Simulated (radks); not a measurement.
Results of a calculation; reference values are marked as such.
Spherical quantum dot in the effective-mass picture: electrons in a parabolic well V = omega^2 r^2 / 2 with omega = 2.78, with a point charge +1 (a donor) at the centre, all in effective atomic units (hartree* = m*/eps^2 hartree, bohr* = eps/m* bohr), one dielectric constant everywhere. Level of theory: non-relativistic Kohn-Sham, LDA (Slater exchange, Perdew-Wang correlation), spin-polarised, spherical densities (a radial shooting solver with Libxc functionals). Levels are named by radial order and angular momentum (1s, 1p, 1d, 2s, ...), and open shells are averaged over m. Results are scaled to m* = 0.037 and eps = 10.6, for which hartree* = 8.961 meV and bohr* = 15.16 nm.

N = 15, configuration 1s2 1p6 1d(up 5, down 0) 2s2. This is the lowest configuration that the search found. Occupied and some empty levels:

level,occupation,eigenvalue (meV),<r> (nm)
1s up,1,139.11,11.67
1s down,1,140.18,11.51
1p up,3,158.04,16.05
1p down,3,159.58,16.00
2s up,1,174.90,16.64
2s down,1,176.04,16.76
1d up,5,176.21,18.84
1d down,0,177.85,18.87
1f up,0,195.21,21.06
1f down,0,196.78,21.14
2p up,0,197.53,19.21
2p down,0,198.60,19.26
1g up,0,215.06,22.97
1g down,0,216.48,23.07

Energy (meV): total 1668.90, kinetic 406.48, external 539.14, Hartree 828.34, exchange-correlation -105.05.

Electron density:

r (nm),n(r) (e/nm^3)
0.701,0.001342
2.46,0.001042
4.22,0.0007988
5.98,0.0006193
7.75,0.0005002
9.51,0.0004301
11.3,0.0003908
13.0,0.0003627
14.8,0.0003303
16.6,0.0002861
18.3,0.0002313
20.1,0.0001726
21.8,0.0001182
23.6,0.00007395
25.3,0.00004226
27.1,0.00002190
28.9,0.00001041
30.6,4.517e-06
32.4,1.791e-06
34.2,6.499e-07
